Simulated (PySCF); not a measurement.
## Magnetic susceptibility: `C=C[P@H+]1CCc2ccccc21`, [C10H12P]+, charge +1

Molfile (atoms numbered from 1):
```
C10H12P
     RDKit          3D

 23 24  0  0  0  0  0  0  0  0999 V2000
   -3.4310   -1.5056   -0.0573 C   0  0  0  0  0  0  0  0  0  0  0  0
   -2.4086   -0.8234    0.4407 C   0  0  0  0  0  0  0  0  0  0  0  0
   -1.2608    0.0903   -0.5882 P   0  0  1  0  0  0  0  0  0  0  0  0
   -1.0693    1.8526   -0.1556 C   0  0  0  0  0  0  0  0  0  0  0  0
    0.2828    1.9617    0.5807 C   0  0  0  0  0  0  0  0  0  0  0  0
    1.1233    0.7597    0.2582 C   0  0  0  0  0  0  0  0  0  0  0  0
    2.4756    0.6378    0.5289 C   0  0  0  0  0  0  0  0  0  0  0  0
    3.1354   -0.5413    0.2164 C   0  0  0  0  0  0  0  0  0  0  0  0
    2.4596   -1.6102   -0.3582 C   0  0  0  0  0  0  0  0  0  0  0  0
    1.1089   -1.5119   -0.6387 C   0  0  0  0  0  0  0  0  0  0  0  0
    0.4570   -0.3224   -0.3337 C   0  0  0  0  0  0  0  0  0  0  0  0
   -3.6402   -1.5403   -1.1154 H   0  0  0  0  0  0  0  0  0  0  0  0
   -4.1026   -2.0562    0.5811 H   0  0  0  0  0  0  0  0  0  0  0  0
   -2.1910   -0.7911    1.5022 H   0  0  0  0  0  0  0  0  0  0  0  0
   -1.6821   -0.0708   -1.8943 H   0  0  0  0  0  0  0  0  0  0  0  0
   -1.9062    2.2174    0.4416 H   0  0  0  0  0  0  0  0  0  0  0  0
   -1.0467    2.4242   -1.0877 H   0  0  0  0  0  0  0  0  0  0  0  0
    0.1297    2.0031    1.6621 H   0  0  0  0  0  0  0  0  0  0  0  0
    0.7981    2.8798    0.2969 H   0  0  0  0  0  0  0  0  0  0  0  0
    3.0107    1.4587    0.9811 H   0  0  0  0  0  0  0  0  0  0  0  0
    4.1903   -0.6291    0.4238 H   0  0  0  0  0  0  0  0  0  0  0  0
    2.9892   -2.5213   -0.5867 H   0  0  0  0  0  0  0  0  0  0  0  0
    0.5734   -2.3346   -1.0876 H   0  0  0  0  0  0  0  0  0  0  0  0
  1  2  2  0
  2  3  1  0
  3  4  1  0
  4  5  1  0
  5  6  1  0
  6  7  2  0
  7  8  1  0
  8  9  2  0
  9 10  1  0
 10 11  2  0
 11  3  1  0
 11  6  1  0
  1 12  1  0
  1 13  1  0
  2 14  1  0
  3 15  1  6
  4 16  1  0
  4 17  1  0
  5 18  1  0
  5 19  1  0
  7 20  1  0
  8 21  1  0
  9 22  1  0
 10 23  1  0
M  CHG  1   3   1
M  END
```

Level of theory: PySCF, GIAO B3LYP/pcSseg-1 magnetisability, rotational g tensor and spin-rotation constants, non-relativistic, gas phase. Geometry: GFN2-xTB.

For an ion the centre-of-mass motion in the field is neglected.

Question: How diamagnetic is it, and how anisotropic?

Answer: Isotropic -1713 × 10⁻³⁰ J/T², or -103.2 × 10⁻⁶ cm³/mol; principal values -2351, -1475, -1313 × 10⁻³⁰ J/T², anisotropy 967 × 10⁻³⁰ J/T² (root of half the summed squared differences of the principal values). The susceptibility is in cgs units.

Question: Split it along the inertial axes a, b, c into diamagnetic and paramagnetic parts about the centre of mass, with the quadrupole moment.

Answer: 
| axis | χ (10⁻⁶ cm³/mol) | diamagnetic (10⁻⁶ cm³/mol) | paramagnetic (10⁻⁶ cm³/mol) | summed x² of all electrons (Å²) | quadrupole Θ (D Å) |
| --- | --- | --- | --- | --- | --- |
| a | -85.6 | -835.2 | 749.6 | 372.9 | +22.69 |
| b | -87.3 | -1743.9 | 1656.6 | 158.7 | -2.48 |
| c | -136.5 | -2255.6 | 2119.0 | 38.1 | -20.21 |

Anisotropies 2χaa − χbb − χcc = +52.6 and 2χbb − χaa − χcc = +47.5 × 10⁻⁶ cm³/mol. Θ is traceless in Buckingham's convention.

Question: And the rotational g tensor?

Answer: 
```
axis  rotational constant (GHz)        g  nuclear part  electronic part
   a                     1.7774  -0.0195        0.6064          -0.6259
   b                     0.7346  -0.0024        0.5694          -0.5717
   c                     0.5611  +0.0139        0.5725          -0.5586
```
Asymmetric top; isotopes 12C, 1H, 31P; no vibrational averaging.
